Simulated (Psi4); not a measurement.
Psi4 input (wB97X-D/6-31G*):

```
memory 1500 MB

molecule {
0 2
C     2.32392547   -0.13072028    0.28627980
C     0.98496526   -0.32276563    0.21932476
C     0.06429421    0.65095086   -0.23198067
C    -1.33674077    0.49584399   -0.31884094
C    -2.06812010   -0.60432030    0.00935337
H     2.99016038   -0.90565843    0.63863426
H     2.77196921    0.80948181   -0.01235026
H     0.59193334   -1.28493173    0.53164738
H     0.47594588    1.60623471   -0.53987106
H    -1.88135917    1.35824258   -0.69077543
H    -3.14333062   -0.60644307   -0.10015546
H    -1.61526338   -1.51085775    0.38805268
symmetry c1
no_reorient
no_com
}

set {
  basis 6-31G*
  reference uks
  scf_type pk
  dft_radial_points 99
  dft_spherical_points 590
  e_convergence 1e-8
  d_convergence 1e-7
  maxiter 150
}

e = energy('wb97x-d')
print_out(f'\nFINAL {e:.10f} DIPOLE {variable("CURRENT DIPOLE")[0]:.6f} {variable("CURRENT DIPOLE")[1]:.6f} {variable("CURRENT DIPOLE")[2]:.6f}\n')
```

From the output:

```
  HONO-1 :   18  A 1.9746297
  HONO-0 :   19  A 1.0000000
  LUNO+0 :   20  A 0.0253703
  LUNO+1 :   21  A 0.0082680
  LUNO+2 :   22  A 0.0004083
  LUNO+3 :   23  A 0.0002892

Computation Completed

Properties will be evaluated at   0.000000,   0.000000,   0.000000 [a0]

Properties computed using the SCF density matrix

 Multipole Moments:

 ------------------------------------------------------------------------------------
     Multipole            Electronic (a.u.)      Nuclear  (a.u.)        Total (a.u.)
 ------------------------------------------------------------------------------------

 L = 1.  Multiply by 2.5417464519 to convert [e a0] to [Debye]
 Dipole X            :          0.0059367            0.0000001            0.0059368
 Dipole Y            :          0.0119477           -0.0000001            0.0119476
 Dipole Z            :         -0.0037699            0.0000001           -0.0037699
 Magnitude           :                                                    0.0138637

 ------------------------------------------------------------------------------------

FINAL -194.5956684752 DIPOLE 0.005937 0.011948 -0.003770

*** Psi4 exiting successfully. Buy a developer a beer!
```

The geometry given is a B3LYP-D3(BJ)/def2-TZVP minimum.
